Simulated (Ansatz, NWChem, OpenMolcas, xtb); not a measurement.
**Ligand exchange: C3H8 + GeH3(SH) → C2H6S + GeH3(CH3)**

Gas-phase species: C3H8 (propane) `CCC`, singlet; GeH3(SH), singlet; C2H6S (ethanethiol) `CCS`, singlet; GeH3(CH3), singlet. The partners trade CH3 for SH: C–CH3 and Ge–SH bonds give way to C–SH and Ge–CH3.

Shapes, held fixed at every level: PBE0-D4/def2-TZVP. Flexible molecules stand in one conformer, not always the lowest. Programs: Ansatz 0.2.0, NWChem 7.3.0, OpenMolcas 26.06, xtb 6.7.1, xtb 6.7.1 later snapshot. A level may come from different programs for different species; with the same settings they agree closely. The zero-point and thermal change to 298 K, harmonic and unscaled (PBE0-D4/def2-TZVP), is -3.5 kJ/mol.

```json
{"level": "GFN0-xTB", "kind": "semi-empirical", "ΔH(298 K) (kJ/mol)": "+128.2"}
{"level": "HF/STO-3G", "kind": "Hartree–Fock", "ΔH(298 K) (kJ/mol)": "+53.3"}
{"level": "HF/3-21G", "kind": "Hartree–Fock", "ΔH(298 K) (kJ/mol)": "+44.3"}
{"level": "HF/def2-SVP", "kind": "Hartree–Fock", "ΔH(298 K) (kJ/mol)": "+74.8"}
{"level": "B3LYP/6-31G* (spherical functions)", "kind": "global hybrid", "ΔH(298 K) (kJ/mol)": "+66.8"}
{"level": "PBE0/def2-SVP", "kind": "global hybrid", "ΔH(298 K) (kJ/mol)": "+67.5"}
```

PBE0/def2-SVP gives ΔH(298 K) = +67.5 kJ/mol; the levels span +44.3 to +128.2. GFN0-xTB strays far from the other rows. The median of the levels is +67.1. No measured value is set beside it here. Relativity is left out for Ge. Rows in sets without polarisation functions are far from converged.
